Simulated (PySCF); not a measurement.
**Curvature of the energy in the electron number along the alkaline earths, charge +2**

Calculated with PySCF 2.14, in def2-TZVPPD, non-relativistic, def2-TZVPPD with the def2 core potential (28 electrons), ECP, def2-TZVPPD with the def2 core potential (46 electrons), ECP: one orbital is emptied in steps, and each cell gives the departure of E from the straight line at half an electron, in eV (from a cubic fit). The exact functional gives zero.

```
species  orbital    LDA    PBE  r2SCAN   PBE0  BHandHLYP  LC-wPBE  wB97X   UHF
   Mg²⁺  2p beta  -3.52  -3.38   -3.00  -2.35      -1.34    -1.95  -1.80  0.74
   Ca²⁺  3p beta  -2.01  -1.94   -1.77  -1.38      -0.84    -0.66  -0.73  0.32
   Sr²⁺  4p beta  -1.64  -1.59   -1.46  -1.15      -0.71    -0.40  -0.52  0.22
   Ba²⁺  5p beta  -1.39  -1.35   -1.25  -0.99      -0.64    -0.27  -0.40  0.12
```

Problem. How does the mean departure depend on the functional?

Solution. LDA -2.14 eV; PBE -2.07 eV; r2SCAN -1.87 eV; PBE0 -1.47 eV; BHandHLYP -0.88 eV; LC-wPBE -0.82 eV; wB97X -0.86 eV; UHF 0.35 eV. Semilocal functionals are convex (delocalisation error), Hartree-Fock is concave or straight, and exact exchange removes curvature roughly in proportion to its share, so among the functionals the range-separated hybrids usually come closest to zero.

No spin-orbit coupling is included.
